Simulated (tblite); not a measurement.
C7H14PS (charge +1).
SMILES with atom numbers: `[CH2:1]=[CH:2][P+:3]1([CH3:4])[CH2:5][CH2:6][S:7][CH2:8][CH2:9]1` (hydrogens: H10, H11 on C1; H12 on C2; H13, H14, H15 on C4; H16, H17 on C5; H18, H19 on C6; H20, H21 on C8; H22, H23 on C9)

Computed geometry: GFN2-xTB, gas phase.

**Question.** Give the optimised bond lengths and angles.

**Answer.** 
```csv
bond,length (pm)
C1=C2,132.6
C2–P3,179.6
P3–C4,181.1
"P3–C5, P3–C9",182.6
"C5–C6, C8–C9",153.0
"C6–S7, S7–C8",182.5
C1–H10,107.9
C1–H11,107.7
C2–H12,108.2
"C4–H13, C4–H14, C4–H15",109.0
"C5–H16, C9–H22",109.5
"C5–H17, C9–H23",109.4
"C6–H18, C8–H21",108.9
"C6–H19, C8–H20",108.9
```

Bonds in one row agree within 1 pm and their mean is given. A selection of angles:
```csv
angle,degrees
C1–C2–P3,122.0
C2–P3–C4,108.9
C2–P3–C5,113.6
C2–P3–C9,112.0
C4–P3–C5,107.1
C5–P3–C9,106.9
P3–C5–C6,110.2
C5–C6–S7,111.3
C6–S7–C8,98.6
S7–C8–C9,108.5
P3–C9–C8,108.5
```

Torsions: C1–C2–P3–C4 -69° (synclinal); C2–P3–C5–C6 59° (synclinal); P3–C5–C6–S7 14° (synperiplanar); C5–C6–S7–C8 53° (synclinal); C6–S7–C8–C9 -82° (synclinal); S7–C8–C9–P3 32° (synclinal); C2–P3–C9–C8 -88° (synclinal). The mirror-image conformer, all signs reversed, is as good.

C1 (terminal =CH2 carbon) is planar (angles 122.6°, 121.2° and 116.2°, sum 360.0°, 0.00 Å off the plane of its three neighbours). The 6-membered ring P3–C5–C6–S7–C8–C9 has internal angles of 98.6° to 111.3°; it is puckered, 0.45 Å rms from its mean plane, widest ring torsion 82°. C2 (alkene CH carbon) is planar (angles 122.5°, 122.0° and 115.4°, sum 360.0°, 0.01 Å off the plane of its three neighbours). Of the pairs four or more bonds apart, C2···S7 is among the closest relative to their van der Waals radii: 3.08 Å, 88 % of the sum of Bondi's values. P3 (phosphonium phosphorus) is distorted tetrahedral (angles from 106.9° to 113.6°). The 4 C–P bonds span 1.796 Å (C2–P3, drawn single) to 1.827 Å (P3–C5, drawn single), a spread of 0.031 Å. The C–C distances run from 1.326 Å (C1=C2, drawn double) to 1.530 Å (C5–C6, drawn single), a spread of 0.204 Å.

Point group: C1 (no symmetry element, even within 0.4 Å). Its GFN2-xTB frequencies are all real (lowest 52 cm⁻¹). 3 starts were optimised and ended at 0.00, 0.44 and 1.35 kcal/mol (GFN2-xTB); the lowest of these is shown.
